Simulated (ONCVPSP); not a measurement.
Varying the ONCV potential for Mn

Base potential:

```
Element                 : manganese
Generator               : ONCVPSP 4.0.1
Type                    : optimised norm-conserving Vanderbilt (ONCV)
Functional              : PBE
Relativity              : scalar-relativistic
Frozen core             : [Ne]
Valence charge          : 15
Reference configuration : 3s2 3p6 3d5 4s2
Partial waves           : 3s+4s: rc 1.40 bohr, ncon 4, nbas 9, qcut 7.5 1/bohr, 2 projectors; 3p: rc 1.45 bohr, ncon 4, nbas 9, qcut 8 1/bohr, 2 projectors, debl 0.7 Ha; 3d: rc 1.80 bohr, ncon 3, nbas 8, qcut 8.1 1/bohr, 3 projectors, debl 3.7 Ha
Local potential         : polynomial inside 1.25 bohr (lpopt 3, dvloc0 0 Ha)
Core correction         : Teter function, fcfact 2.75, rcfact 1.7
```

In the p channel the program set the typed energies aside and used -2.006, 0.250 Ha.

Cutoffs, loose and tight: the cutoffs (Ha) at which the residual kinetic energy of the hardest occupied pseudo-wave falls to 1 and 0.1 mHa per electron. They do not see the model core or the augmentation charge, which bear on the density cutoff. Test errors are all-electron minus pseudo excitation energies from the reference, over the configurations 3s2 3p6 3d5 4s1; 3s2 3p6 3d5 4s0; 3s2 3p6 3d4 4s0; 3s2 3p6 3d6 4s0. A dash means not determined; rows that change the core or the reference have their own tests.

| change | outcome | cutoff, loose | cutoff, tight | bound ghosts | GHOST(+) flags above zero | largest test error (meV) |
| --- | --- | --- | --- | --- | --- | --- |
| base | generated, projector energies reset by the program | 27 Ha | 30 Ha | none | none | +98 |
| s: qcut 5.4; p: qcut 5.7; d: qcut 5.8 | generated, projector energies reset by the program | 109 Ha | 134 Ha | none | none | +207 |
| s: qcut 6.2; p: qcut 6.6; d: qcut 6.7 | generated, projector energies reset by the program | 25 Ha | 117 Ha | none | none | +151 |
| s: qcut 8.5; p: qcut 9.1; d: qcut 9.2 | generated, projector energies reset by the program | 31 Ha | 35 Ha | none | none | +71 |
| s: qcut 9.2; p: qcut 9.9; d: qcut 10 | generated, projector energies reset by the program | 34 Ha | 39 Ha | none | none | +56 |
| s: qcut 10.4; p: qcut 11; d: qcut 11.2 | generated, projector energies reset by the program | 38 Ha | 44 Ha | none | none | +44 |

Problem. What comes out with this change to the base: s: qcut 7.1; p: qcut 7.5; d: qcut 7.6?

Solution. outcome: generated, projector energies reset by the program; cutoff, loose: 25 Ha; cutoff, tight: 32 Ha; bound ghosts: none; GHOST(+) flags above zero: none; largest test error (meV): +113.
